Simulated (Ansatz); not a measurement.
`BN(C)BC` + `[SiH3]CN[SiH2]Cl` → `CBNC[SiH3]` + `BN(C)[SiH2]Cl`  (redistribution)

Isolated molecules relaxed with PBE0-D4/def2-TZVP in Ansatz; ΔE leaves out vibrations. CCSD(T)/CBS adds triple-zeta CCSD(T) − MP2 to the extrapolated MP2 energy (def2 sets, frozen cores). Each species was taken in one conformer, which may not be the lowest.

```csv
species,SCS-MP2/def2-QZVPP energy (Eh)
`BN(C)BC`,-185.76477
`[SiH3]CN[SiH2]Cl`,-1135.42822
`CBNC[SiH3]`,-450.61932
`BN(C)[SiH2]Cl`,-870.58678
```

(1) Work out ΔE.

Largest T1 diagnostic among the species: 0.012.

Results:

(1) ΔE = (-450.61932) + (-870.58678) − (-185.76477) − (-1135.42822) = -0.01311 Eh = -8.2 kcal/mol. CCSD(T)/CBS gives -8.5 kcal/mol.

In def2-TZVPP, CCSD(T) changes the Hartree–Fock value by −2.4 kcal/mol (the triples alone add −0.4 kcal/mol) and MP2 by −2.1 kcal/mol. From PBE to PBE0 (25 % exact exchange), in def2-TZVPP and without D4, ΔE moves by +0.8 kcal/mol.
